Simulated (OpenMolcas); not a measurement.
**5d5 along the 73-electron sequence**

```yaml
Program: OpenMolcas 26.06
Method: RASSCF
Basis: ANO-RCC-VQZP
Scalar_Hamiltonian: DKH2, point nucleus
Spin-orbit_coupling: state interaction with AMFI integrals over the reference wave functions, term energies averaged over their components
```

Active space for each ion: 11 electrons in 8 orbitals (RAS1 5p, at most 2 holes; RAS2 5d).

Computed levels in cm-1 above 6S 5/2:

```csv
Level,Os3+,Ir4+,Pt5+,Au6+
4G 7/2,25225,27499,29512,31400
4G 11/2,26273,28902,31302,33604
4G 9/2,27017,29902,32611,35277
4P 1/2,27848,30699,33393,36081
4D 7/2,31819,35407,38928,42531
4D 1/2,34993,39365,43768,48424
2I 11/2,37617,41709,45687,49804
2I 13/2,40862,45684,50406,55269
2H 9/2,46044,51282,56395,61634
weight of 6S in the lowest level (%),90,87,84,79
```

Mixed levels, with the weight of the term that names them: Os3+ 4G 7/2 (71 %), Os3+ 4P 1/2 (74 %), Os3+ 4D 7/2 (73 %), Os3+ 2I 11/2 (74 %), Os3+ 2H 9/2 (57 %), Ir4+ 4G 7/2 (66 %), Ir4+ 4P 1/2 (72 %), Ir4+ 4D 7/2 (69 %), Ir4+ 2I 11/2 (72 %), Ir4+ 2H 9/2 (56 %), Pt5+ 4G 7/2 (62 %), Pt5+ 4P 1/2 (70 %), Pt5+ 4D 7/2 (64 %), Pt5+ 2I 11/2 (70 %), Pt5+ 2H 9/2 (55 %), Au6+ 4G 7/2 (57 %), Au6+ 4G 11/2 (73 %), Au6+ 4P 1/2 (68 %), Au6+ 4D 7/2 (57 %), Au6+ 4D 1/2 (75 %), Au6+ 2I 11/2 (68 %), Au6+ 2H 9/2 (54 %).

4G 7/2 changes by a factor of 1.24 over the same range, with steps per unit of Z of +2270, +2010, +1890 cm-1.

Without dynamic correlation excited terms often stand tens of per cent too high (terms of higher spin than the ground term too low), and those without a measured partner can miss by more than the paired ones. Active for correlation alone: 5p; no level in the range computed is led by a configuration that opens it, so any true level of that kind is missing. Levels of configurations outside the active space are missing.
